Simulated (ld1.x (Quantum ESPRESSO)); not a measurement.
## Before and after: PAW potential for molybdenum (Mo)

```json
{
 "Element": "molybdenum",
 "Generator": "ld1.x (Quantum ESPRESSO) 7.5",
 "Type": "PAW",
 "Functional": "LDA (PZ)",
 "Relativity": "scalar-relativistic",
 "Frozen core": "[Ar] 3d10 4s2",
 "Valence charge": "12",
 "Reference configuration": "4p6 4d5 5s1 5p0",
 "Partial waves": "5s (bound): rcut 2.30, rcutus 3.00 bohr; 5s channel at 0.2 Ry: rcut 2.30, rcutus 3.00 bohr; 4p (bound): rcut 1.65, rcutus 1.90 bohr; 5p (bound, empty): rcut 1.65, rcutus 1.90 bohr; 4d (bound): rcut 1.50, rcutus 1.95 bohr; 4d channel at 1.05 Ry: rcut 1.50, rcutus 1.95 bohr",
 "Local potential": "all-electron potential smoothed inside 2.65 bohr (lloc = -1)",
 "Core correction": "Bessel-smoothed model core, default radius (core density twice the valence density)",
 "Augmentation charge": "BESSEL, radius 1.30 bohr"
}
```

All-electron outer shells of the reference configuration (LDA (PZ), scalar-relativistic, ld1.x):

```csv
shell,level (eV),outermost node (bohr),outermost maximum (bohr)
3d,-221.32,–,0.32
4s,-64.42,0.51,0.99
4p,-38.59,0.52,1.06
5s,-4.33,1.34,2.93
4d,-3.94,0.53,1.38
5p,-1.16,1.54,4.05
```

Change: core correction Bessel-smoothed model core inside 1.68 bohr.

Cutoffs: the cutoffs (Ry, on a coarse ladder) from which the occupation-weighted sum of valence levels, in a spherical-Bessel basis at the reference potential, stays within 10 and 1 mRy of its value at 400 Ry; they do not see the model core or the augmentation charge, which bear on the density cutoff. Errors are all-electron minus pseudo energies relative to the spin-unpolarised reference configuration.

Q: What does the change do?

A: The potential gets neither clearly harder nor softer (30 Ry and 45 Ry → 30 Ry and 45 Ry); of the 9 tests that both files solve, the error grows in 1 and shrinks in 1 by more than 15 % and 0.3 meV (median size 2.0 → 3.4 meV); neither file shows a bound ghost. The default core radius of the base comes out at 0.76 bohr. A wider model core is smoother and lowers the density cutoff, which this test does not measure.

| quantity | base | changed |
| --- | --- | --- |
| cutoff, loose | 30 Ry | 30 Ry |
| cutoff, tight | 45 Ry | 45 Ry |
| bound ghosts | none | none |
| error for 4p6 4d5 5s0 5p0, meV [ΔE 7.19 eV] | +1.7 | +1.4 |
| error for 4p6 4d4 5s0 5p0, meV [ΔE 22.89 eV] | -4.7 | -4.9 |
| error for 4p6 4d3 5s0 5p0, meV [ΔE 49.85 eV] | -46 | -46 |
| error for 4p6 4d5 5s0.5 5p0, meV [ΔE 2.86 eV] | +0.2 | +0.1 |
| error for 4p6 4d4 5s1 5p0, meV [ΔE 8.26 eV] | +0.1 | -0.2 |
| error for 4p5 4d5 5s1 5p0, meV [ΔE 44.09 eV] | -23 | -26 |
| error for 4p6 4d5.5 5s0.5 5p0, meV [ΔE 0.31 eV] | -0.4 | -0.5 |
| error for 4p6 4d5 5s1 5p0 (spin-polarised), meV [ΔE -3.92 eV] | -5.5 | -6.3 |
| error for 4p6 4d5 5s0 5p0 (spin-polarised), meV [ΔE 3.80 eV] | -2.0 | -3.4 |
| s: phases at 3.26 bohr within 0.05 rad from the reference energy up to (Ry; the scan ends near 5) | n/a | n/a |
| p: phases at 3.26 bohr within 0.05 rad from the reference energy up to (Ry; the scan ends near 5) | to the end of the scan | to the end of the scan |
| d: phases at 3.26 bohr within 0.05 rad from the reference energy up to (Ry; the scan ends near 5) | to the end of the scan | to the end of the scan |
| lowest overlap eigenvalue by channel | s 0.38, p 0.13, d 0.98 | s 0.38, p 0.13, d 0.98 |
